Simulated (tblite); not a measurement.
Compound: C₂H₁₃FSi₅.
Cartesian coordinates in Å at the GFN2-xTB level; atoms count from 1:
```
atom  x, y, z in Å
F1     1.5719   -1.0172   -1.6323
Si2    1.2000   -1.6578   -0.1789
C3     1.8057   -0.3947    1.1084
Si4    2.0077    1.4039    0.4846
Si5    0.0347    2.1532   -0.4778
Si6   -1.9294    1.0705    0.1265
C7    -2.1077   -0.5935   -0.7953
Si8   -1.0706   -2.0516   -0.1434
H9     2.0733   -2.8348   -0.1787
H10    1.1202   -0.3966    1.9573
H11    2.7661   -0.7187    1.5092
H12    2.4167    2.2006    1.6571
H13    3.1734    1.4178   -0.4096
H14    0.1610    2.1327   -1.9459
H15   -0.1181    3.5913   -0.1856
H16   -1.9902    0.7793    1.5715
H17   -3.1556    1.8399   -0.1503
H18   -1.8668   -0.4334   -1.8477
H19   -3.1562   -0.8922   -0.7747
H20   -1.5139   -2.3352    1.2325
H21   -1.4310   -3.2464   -0.9276
```

Method: GFN2-xTB as coded in tblite; computed harmonic values from a numerical Hessian at the method's own geometry, unscaled. The method is semi-empirical: single wavenumbers can be off by several per cent or more. Modes of hydrogen on silicon can be 10 to 20 % off. One conformer, not necessarily the lowest.

Harmonic wavenumbers (cm⁻¹): 36.2, 50.8, 70.6, 111.8, 119.9, 134.2, 158.0, 170.6, 215.4, 275.7, 330.3, 369.8, 388.1, 404.3, 421.8, 434.3, 478.3, 543.6, 545.9, 556.2, 562.1, 567.9, 592.4, 597.4, 646.7, 650.1, 676.7, 699.9, 703.4, 730.5, 755.0, 760.5, 804.6, 806.9, 813.7, 817.1, 825.3, 843.6, 1017.1, 1025.3, 1129.2, 1133.7, 1457.9, 1471.2, 2129.2, 2133.6, 2142.2, 2154.2, 2161.4, 2164.9, 2176.6, 2202.6, 2218.0, 2958.6, 2960.3, 2972.8, 2979.7.

A = 879.6, B = 835.0, C = 514.1 MHz; mass 195.985 u (most abundant isotopes); point group C1, symmetry number 1.

Problem. Zero-point energy?

Solution. Half the sum of the wavenumbers: 28629 cm⁻¹ = 342.48 kJ/mol.

Problem. Entropy at 298.15 K, 1 bar (ideal gas, RRHO, classical rotation)?

Solution. Translation 174.68, rotation 130.21, vibration 194.19: S = 499.1 J/(mol K).

Problem. And Cp and H(298.15 K) − H(0)?

Solution. Cp = 237.25 J/(mol K), of which vibrations give 203.99 (their classical limit is 57 R = 473.9); H(298.15 K) − H(0) = 40.58 kJ/mol without the zero-point energy, 30.66 from vibrations.

Problem. Which modes carry the vibrational entropy at 298.15 K?

Solution. 36.2 cm⁻¹: 22.83; 50.8 cm⁻¹: 20.02; 70.6 cm⁻¹: 17.31; 111.8 cm⁻¹: 13.55; 119.9 cm⁻¹: 12.98; 134.2 cm⁻¹: 12.07 J/(mol K); the other 51 give 95.44 together.

Problem. What must be added to the electronic energy to get the Gibbs energy at 298.15 K and 1 bar?

Solution. ZPE + [H(298.15 K) − H(0)] − T·S = 342.48 + 40.58 − 148.80 = 234.26 kJ/mol.

Hindered rotation and anharmonicity are outside this model. Other conformers, if any are populated, would add a mixing term that is left out. The structure is chiral; the term R ln 2 for an equal mix with its mirror image is left out.
